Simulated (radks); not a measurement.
The numbers below are computed, except where a source is named.
Question: The mean radii <r> (bohr) of the occupied orbitals of an atom or ion are listed with their occupations. Code: a radial shooting solver on a logarithmic mesh with Libxc functionals. Model: scalar-relativistic Kohn-Sham, LB94 model potential, spin-polarised, spherical densities, finite nucleus; Fermi nuclear charge, rms radius of each element as measured or else 0.836 A^(1/3) + 0.57 fm.

| orbital | occ. | <r> |
|---|---|---|
| 1s down | 1 | 0.05020 |
| 1s up | 1 | 0.05020 |
| 2s down | 1 | 0.2253 |
| 2s up | 1 | 0.2255 |
| 2p down | 3 | 0.1972 |
| 2p up | 3 | 0.1974 |
| 3s up | 1 | 0.6596 |
| 3s down | 1 | 0.6625 |
| 3p up | 3 | 0.6759 |
| 3p down | 3 | 0.6797 |
| 3d up | 5 | 0.6985 |
| 3d down | 1 | 0.7049 |

Name the element and its charge. Open shells, if any, are filled with parallel spins first.

Answer: Z = 30, zinc, charge +6: Zn6+ in [Ar] 3d6. The 1s radius gives Z: for a bare nucleus <r> = (2 gamma + 1)/(2Z) with gamma = sqrt(1 - (Z/c)^2), 0.04919 bohr for Z = 30, and screening makes it slightly larger (0.05020 here). The occupations add up to 24, and the charge is Z minus that.
